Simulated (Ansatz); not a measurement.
```yaml
crystal:
  periodic: [false, false, false]
  atoms:
    - {symbol: Co, position_ang: [0.000010, 0.000004, 0.000000]}
    - {symbol: F, position_ang: [-0.016853, -0.020835, 1.720149]}
    - {symbol: F, position_ang: [0.016853, 0.020831, -1.720149]}
basis:
  gaussian: {orbitals: pcseg-2, point_charges: [{charge: -1.00, position_ang: [4.674, 0.306, -0.578]}]}
magnetization: {spin_polarized: true, initial_magnetization: 3}
hamiltonian: {xc: {name: PBE0}, dispersion: d3bj}
output: {forces: true}
```

```sh
$ ansatz run in.yaml --threads 4 --pin off --events-out ev --progress --plain --max-ram 3916MiB
```

Shortened log:

```
Functional definition: PBE0
809 factors; their error is unknown
mean field evaluation 1: about -43051.2375 eV, gradient 3.4e1 eV
mean field evaluation 2: about -43048.3986 eV, gradient 4.9e1 eV
mean field evaluation 4: about -43054.3469 eV, gradient 1.0e0 eV
mean field evaluation 8: about -43054.3521 eV, gradient 9.0e-2 eV
mean field evaluation 16: about -43054.7164 eV, gradient 8.2e-1 eV
mean field evaluation 32: about -43054.7080 eV, gradient 7.3e-2 eV
mean field evaluation 64: about -43054.7156 eV, gradient 2.3e-1 eV
mean field evaluation 96: about -43054.7078 eV, gradient 5.6e-2 eV
mean field evaluation 128: about -43054.7075 eV, gradient 1.7e-4 eV
mean field evaluation 160: about -43054.4185 eV, gradient 6.0e0 eV
mean field -43054.70775468 eV, -1582.2313264554 hartree, gradient 8.7e-10 eV, S^2 3.757083; 6 other end points of the search recorded, 0 dependent functions left out
reference -43054.70778004 eV, -1582.2313273874 hartree; 24, 21 occupied and 92, 95 virtual orbitals, 809 factors
Total energy: -43054.72803748 eV, -1582.2320718346 hartree
Atom 0 at     0.000010     0.000004     0.000000 Å, force     0.685528     0.046004    -0.183445 eV/Å
Atom 1 at    -0.016853    -0.020835     1.720149 Å, force    -0.247726    -0.023108     0.630971 eV/Å
Atom 2 at     0.016853     0.020831    -1.720149 Å, force    -0.305927    -0.013971    -0.489293 eV/Å
Dipole moment:     0.089624     0.005951    -0.017908 e Å
```

It took 66 s on 4 threads of Arm Neoverse V2 on a shared host.
